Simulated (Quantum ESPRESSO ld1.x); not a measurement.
The molybdenum ion Mo4+, configuration [Kr] 4d2 (the NIST ground configuration). Calculated with ld1.x of Quantum ESPRESSO 7.5: scalar-relativistic Kohn-Sham, LDA (Slater exchange, Perdew-Wang correlation), spin-polarised, spherical densities, point nucleus; open shells are filled with parallel spins first.

Unscreened Slater integrals over Kohn-Sham orbitals (eV). They are taken over the spin-up orbitals. Empty in this configuration: 5s.

integral,value
"F0(4d,4d)",16.195
"F2(4d,4d)",8.2876
"F4(4d,4d)",5.4769
"F0(4d,4p)",17.948
"F2(4d,4p)",8.9666
"G1(4d,4p)",11.227
"G3(4d,4p)",6.8971
"F0(4d,4s)",18.531
"G2(4d,4s)",8.1717
"F0(4d,3d)",21.680
"F2(4d,3d)",4.1172
"F4(4d,3d)",1.8003
"G0(4d,3d)",1.3585
"G2(4d,3d)",1.5278
"G4(4d,3d)",1.1495
"F0(4d,5s)",11.553
"G2(4d,5s)",2.2522
"F0(4p,4p)",20.499
"F2(4p,4p)",10.812
"F0(4p,4s)",21.412
"G1(4p,4s)",14.550
"F0(4p,3d)",26.505
"F2(4p,3d)",6.2134
"G1(4p,3d)",2.0142
"G3(4p,3d)",1.9446
"F0(4p,5s)",12.065
"G1(4p,5s)",1.1039
"F0(4s,4s)",22.482
"F0(4s,3d)",28.622
"G2(4s,3d)",2.3904
"F0(4s,5s)",12.233
"G0(4s,5s)",0.73862
"F0(3d,3d)",59.710
"F2(3d,3d)",29.382
"F4(3d,3d)",18.660
"F0(3d,5s)",13.353
"G2(3d,5s)",0.43220
"F0(5s,5s)",9.8473

Derived for the open shells (J is the average intra-shell exchange parameter used in DFT+U). 4d: Racah B = F2/49 - 5 F4/441 = 0.1070 eV, C = 35 F4/441 = 0.4347 eV, C/B = 4.06, F4/F2 = 0.661, J = (F2 + F4)/14 = 0.9832 eV.
